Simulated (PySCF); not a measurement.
V⁺ (vanadium, charge +1) across methods

[Ar] 3d4, high-spin 5D determinant. Calculation: PySCF 2.14, in aug-cc-pwCVQZ; no relativity, point nucleus.

| method | E (hartree) | mean ε 3p α (eV) | mean ε 3p β (eV) | mean ε 3d α (eV) | Σ⟨r²⟩ (bohr²) | ⟨S²⟩ |
| --- | --- | --- | --- | --- | --- | --- |
| PBE | -943.443 | -47.809 | -44.494 | -9.958 | 22.83 | 6.000 |
| UHF | -942.67597 | -61.418 | -52.897 | -15.959 | 21.58 | 6.001 |
| LDA | -941.519 | -47.786 | -44.618 | -10.102 | 22.77 | 6.000 |

Q: Estimate the same row for PBE0.

A: E (hartree) = -943.478; mean ε 3p α (eV) = -51.449; mean ε 3p β (eV) = -46.973; mean ε 3d α (eV) = -11.604; Σ⟨r²⟩ (bohr²) = 22.44; ⟨S²⟩ = 6.000.
